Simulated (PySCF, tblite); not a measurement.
Isomers of C6H6N4, one GFN2-xTB conformer each. Single-point energies are computed at PBE0/pcSseg-1 (PySCF, gas phase, no added dispersion term), electronic only.

```csv
SMILES,GFN2-xTB relative energy (kcal/mol)
Cc1nnnc(C#N)c1C,9.4
C=Cc1nn(C)nc1C#N,0.0
```

Conformers: `[CH2:1]=[CH:2][c:3]1[n:4][n:5]([CH3:6])[n:7][c:8]1[C:9]#[N:10]` with C1–C2–C3–N4 0°.

What does PBE0/pcSseg-1 give for the same structures?

```json
{"SMILES": "C=Cc1nn(C)nc1C#N", "PBE0/pcSseg-1 E (Eh)": "-450.61515", "PBE0/pcSseg-1 (kcal/mol)": "0.0", "GFN2-xTB (kcal/mol)": "0.0", "point group": "–"}
{"SMILES": "Cc1nnnc(C#N)c1C", "PBE0/pcSseg-1 E (Eh)": "-450.59414", "PBE0/pcSseg-1 (kcal/mol)": "13.2", "GFN2-xTB (kcal/mol)": "9.4", "point group": "Cs"}
```

Both levels put the same isomer lowest. As drawn, the lower has a C=C bond outside aromatic rings, which the higher lacks.

Which frontier levels, dipoles and rotational constants go with these structures?

| SMILES | HOMO (eV, PBE0/pcSseg-1) | LUMO (eV) | dipole (D) | A, B, C (MHz) |
| --- | --- | --- | --- | --- |
| C=Cc1nn(C)nc1C#N | -7.34 | -1.45 | 4.95 | 1671, 1324, 742.0 |
| Cc1nnnc(C#N)c1C | -7.52 | -2.71 | 6.29 | 2361, 1216, 810.6 |

What happens when harmonic zero-point energies from GFN2-xTB frequencies are added?

```
          SMILES  ZPE (kcal/mol)  electronic (kcal/mol)  with ZPE (kcal/mol)
C=Cc1nn(C)nc1C#N            72.3                    0.0                  0.0
 Cc1nnnc(C#N)c1C            71.7                   13.2                 12.6
```

The zero-point energies span 0.6 kcal/mol. The order is unchanged.
